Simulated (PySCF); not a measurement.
B(H)2(PH2) (BH4P), SMILES BP.

Coordinates come from a B3LYP-D3(BJ)/def2-TZVP optimisation.

Computed with M06-2X/def2-TZVPD (PySCF).

Symmetry labels are those of the subgroup Cs that the program uses (full group Cs).

Computed valence orbital energies around the gap with their symmetry:
| orbital | symmetry | energy (eV) |
|---|---|---|
| HOMO−7 | A' | -134.87 |
| HOMO−6 | A' | -134.84 |
| HOMO−5 | A' | -19.95 |
| HOMO−4 | A' | -15.35 |
| HOMO−3 | A" | -12.88 |
| HOMO−2 | A" | -11.03 |
| HOMO−1 | A' | -10.97 |
| HOMO | A' | -8.49 |
| LUMO | A' | -0.88 |
| LUMO+1 | A' | 0.25 |
| LUMO+2 | A' | 1.03 |
| LUMO+3 | A" | 1.44 |
